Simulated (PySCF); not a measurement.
**Polarisability and C₆ of Sc (scandium, neutral)**

[Ar] 3d2 4s1, high-spin 4F determinant (an excited configuration). All numbers are calculated (PySCF 2.14, scalar relativity by spin-free X2C-1e, in aug-cc-pwCVTZ-DK (10s9p7d4f3g, 127 functions)). Coupled (time-dependent) response in atomic units; α is the mean over directions.

```csv
method,mean α (bohr³),C₆ (like pair),S(−4)
PBE0,178.4,1795,87240
```

S(−4) is the Cauchy moment in α(ω) = α(0) + S(−4) ω² + …

α(iu) at PBE0:

```csv
u (hartree),α(iu) (bohr³)
0,178.4
0.0500,113.3
0.100,69.82
0.200,32.19
0.300,19.01
0.500,9.760
0.750,5.826
1.00,4.039
1.50,2.358
2.00,1.566
3.00,0.8392
5.00,0.3614
```
